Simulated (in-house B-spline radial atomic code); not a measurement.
Values are calculated unless marked as measured or tabulated.
From levels and matrix elements to observables: Mg II (Mg+)

One electron outside the [He] 2s2 2p6 core, from an all-electron radial atomic-structure program (B-spline basis): Brueckner orbitals with a screened correlation potential on Dirac-Hartree-Fock, Breit and QED terms for the lowest states, dipole elements in length form with static core polarisation. The core's own polarisability, by RPA, is 0.4698 bohr³.

```tsv
state	removal energy (cm⁻¹)	size of the reduced dipole element to 3s1/2 (a.u.)
3s1/2	121191	-
4s1/2	51438	-
3p1/2	85591	2.372
3p3/2	85499	3.356
4p1/2	40642	0.05383
4p3/2	40612	0.07144
```

Use R = 109737.3 cm⁻¹, 1 hartree = 219474.6 cm⁻¹, c = 137.036 and 1 a.u. of rate = 4.1341e16 s⁻¹.

Question: Find the quantum defects of the two s states and predict 5s1/2.

Answer: With n* = 2 √(R/E): 3s1/2 has n* = 1.9031, δ = 1.0969; 4s1/2 has n* = 2.9212, δ = 1.0788. Ritz's form δ = δ0 + b/n*² gives b = 0.114, δ0 = 1.0654, so with n* ≈ 5 − 1.0788, δ = 1.0728 and E = R × 2²/(5 − 1.0728)² = 28461 cm⁻¹. The program finds 28463 cm⁻¹.

Question: What are the wavelength, oscillator strength and rate of 3s1/2–3p3/2?

Answer: ΔE = 35692 cm⁻¹ = 0.16262 hartree, λ = 280.17 nm in vacuum. f = (2/3) ΔE D²/(2j + 1 of the lower state) = (2/3) × 0.16262 × 3.356²/2 = 0.6105. A = (4/3) ΔE³ D²/(c³ (2j' + 1)) = 6.2745e-09 a.u. = 2.594e+08 s⁻¹, a partial lifetime of 3.855 ns.

Question: Estimate the static polarisability of 3s1/2.

Answer: Each p state adds (2/3) D²/(2 ΔE): 3p1/2 11.56, 3p3/2 23.09, 4p1/2 0.002632, 4p3/2 0.004634. With the core the sum is 35.12 bohr³. The program's sum over the whole spectrum, Pauli blocking of the core included, is 35.18.
